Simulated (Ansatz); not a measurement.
**Relaxing a trial structure of GaGeH4NO**

The starting geometry of this gas-phase singlet was optimised with GFN2-xTB.

```tsv
atom	x (Å)	y (Å)	z (Å)
Ga	-2.4939	-0.2058	-0.3520
Ge	0.4942	0.2603	-0.7420
N	-0.6987	-1.0409	-0.8378
O	-0.7646	1.4988	-0.2604
H	1.1381	0.8303	-2.0074
H	1.5273	0.2972	0.3857
H	-0.3646	-1.9588	-1.1007
H	-0.4908	2.4020	-0.1077
```

Question: Predict what it relaxes into with PBE0-D3(BJ)/def2-SVP.

Answer: It keeps its bonds.

The energy falls by 0.14 eV over 15 steps:

```json
{"step": "1", "E − E(last) (eV)": "0.142"}
{"step": "3", "E − E(last) (eV)": "0.028"}
{"step": "4", "E − E(last) (eV)": "0.020"}
{"step": "6", "E − E(last) (eV)": "0.019"}
{"step": "7", "E − E(last) (eV)": "0.019"}
{"step": "9", "E − E(last) (eV)": "0.017"}
{"step": "10", "E − E(last) (eV)": "0.013"}
{"step": "12", "E − E(last) (eV)": "0.000"}
{"step": "13", "E − E(last) (eV)": "0.000"}
{"step": "15", "E − E(last) (eV)": "0.000"}
```

Final geometry (Å):

```xyz
8

Ga   -2.4452   -0.2430   -0.4064
Ge    0.5388    0.3149   -0.6903
N    -0.7077   -0.9683   -0.8580
O    -0.7000    1.4856   -0.0457
H     1.1334    0.9370   -1.9780
H     1.6531    0.1053    0.3593
H    -0.4602   -1.9388   -1.0304
H    -0.6651    2.3904   -0.3729
```

Frequencies at the end are all real (lowest 104 cm⁻¹). Run with Ansatz 0.2.0, 74 s on 2 threads of Intel(R) Xeon(R) Platinum 8259CL CPU @ 2.50GHz (Skylake/Cascade Lake), on a shared host.
